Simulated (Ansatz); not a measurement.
C3H9ClGe, singlet, at a GFN2-xTB geometry; PBE0/def2-SVPD (Ansatz, an electronic-structure program).

The Ansatz input:
Ansatz 0.2 input:
```yaml
crystal:
  periodic: [false, false, false]
  atoms:
    - {symbol: C, position_ang: [-0.77230139, 1.57821827, -1.11854410]}
    - {symbol: Ge, position_ang: [-0.04763205, -0.06225771, -0.24982595]}
    - {symbol: C, position_ang: [1.69340635, -0.62408479, -1.03983478]}
    - {symbol: C, position_ang: [-1.37542605, -1.54795613, -0.22449554]}
    - {symbol: Cl, position_ang: [0.34045905, 0.44499871, 1.78567799]}
    - {symbol: H, position_ang: [-0.99361914, 1.39040869, -2.16436519]}
    - {symbol: H, position_ang: [-1.68546124, 1.89671087, -0.62413822]}
    - {symbol: H, position_ang: [-0.05160324, 2.38858347, -1.05822792]}
    - {symbol: H, position_ang: [2.09430243, -1.47927120, -0.50348214]}
    - {symbol: H, position_ang: [1.56877166, -0.89824906, -2.08256959]}
    - {symbol: H, position_ang: [2.41540828, 0.18511590, -0.97947698]}
    - {symbol: H, position_ang: [-1.62039297, -1.85834639, -1.23526003]}
    - {symbol: H, position_ang: [-2.28890481, -1.23111656, 0.27038308]}
    - {symbol: H, position_ang: [-0.97615267, -2.40363106, 0.31228822]}
basis:
  gaussian:
    orbitals: def2-SVPD
hamiltonian:
  xc: pbe0
```

Output, abridged:

```
Functional definition: PBE0
1813 factors; their error is unknown
mean field evaluation 1: about -72261.7116 eV, gradient 6.9e1 eV
mean field evaluation 2: about -72259.0529 eV, gradient 7.4e1 eV
mean field evaluation 4: about -72272.4037 eV, gradient 1.6e0 eV
mean field evaluation 8: about -72272.4053 eV, gradient 4.2e-2 eV
mean field evaluation 16: about -72272.6424 eV, gradient 8.6e-5 eV
mean field -72272.64243118 eV, -2655.9706211895 hartree, gradient 8.6e-5 eV, S^2 0.000000; 0 other end points of the search recorded, 0 dependent functions left out
reference -72272.64247431 eV, -2655.9706227743 hartree; 38, 38 occupied and 159, 159 virtual orbitals, 1813 factors
Total energy: -72272.64247431 eV, -2655.9706227743 hartree
```
